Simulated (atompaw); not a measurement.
# phosphorus PAW (atompaw): all-electron and pseudo phase curves

- Element: phosphorus (P)
- Generator: atompaw 4.2.0.5
- Type: PAW
- Functional: PBEsol
- Relativity: scalar-relativistic
- Frozen core: [Ne]
- Valence charge: 5
- Reference configuration: 3s2 3p3
- Partial waves: 3s (bound): rc 1.75 bohr; 3s channel at 2 Ry: rc 1.74 bohr; 3p (bound): rc 1.75 bohr; 3p channel at 2.25 Ry: rc 1.50 bohr
- Local potential: troulliermartins scheme with l = 2 at 1 Ry, radius 1.60 bohr
- Core correction: smooth core density matched at 1.35 bohr
- Augmentation charge: sinc compensation charge, radius 1.70 bohr; PAW radius 1.75 bohr; waves and projectors: custom rrkj gramschmidtortho

The phase is arctan(r·u′/u) with u = r·R(r), unwrapped; energies in Ry, scanned from -3 to 5 Ry. A pole is an energy at which the radial function vanishes at the test radius. The pseudo phase is shifted by a multiple of π to meet the all-electron one at the reference energy, and phase errors are pseudo minus all-electron; the curves can meet again beyond the range given. Levels narrower than the energy grid can be missing from the lists of poles.

```json
{"channel": "s", "radius (bohr)": "1.76", "reference energy (Ry)": "-1.02", "poles, all-electron": "2.72", "poles, pseudo": "2.72", "unbroken range about the reference energy with phases within 0.05 rad": "the whole range", "phase error 1 Ry above the reference energy (rad)": "-0.000"}
{"channel": "p", "radius (bohr)": "1.76", "reference energy (Ry)": "-0.40", "poles, all-electron": "3.77", "poles, pseudo": "3.76", "unbroken range about the reference energy with phases within 0.05 rad": "the whole range", "phase error 1 Ry above the reference energy (rad)": "-0.000"}
```

Phases in the s channel:

```json
{"E (Ry)": "-3.00", "all-electron": "1.013", "pseudo": "1.012"}
{"E (Ry)": "-2.52", "all-electron": "0.883", "pseudo": "0.882"}
{"E (Ry)": "-2.04", "all-electron": "0.663", "pseudo": "0.663"}
{"E (Ry)": "-1.56", "all-electron": "0.271", "pseudo": "0.271"}
{"E (Ry)": "-1.08", "all-electron": "-0.308", "pseudo": "-0.308"}
{"E (Ry)": "-0.60", "all-electron": "-0.808", "pseudo": "-0.808"}
{"E (Ry)": "-0.12", "all-electron": "-1.101", "pseudo": "-1.101"}
{"E (Ry)": "0.36", "all-electron": "-1.269", "pseudo": "-1.269"}
{"E (Ry)": "0.84", "all-electron": "-1.373", "pseudo": "-1.373"}
{"E (Ry)": "1.32", "all-electron": "-1.445", "pseudo": "-1.445"}
{"E (Ry)": "1.80", "all-electron": "-1.498", "pseudo": "-1.498"}
{"E (Ry)": "2.28", "all-electron": "-1.539", "pseudo": "-1.539"}
{"E (Ry)": "2.76", "all-electron": "-1.573", "pseudo": "-1.573"}
{"E (Ry)": "3.24", "all-electron": "-1.603", "pseudo": "-1.603"}
{"E (Ry)": "3.72", "all-electron": "-1.630", "pseudo": "-1.631"}
{"E (Ry)": "4.20", "all-electron": "-1.656", "pseudo": "-1.657"}
{"E (Ry)": "4.68", "all-electron": "-1.681", "pseudo": "-1.685"}
```
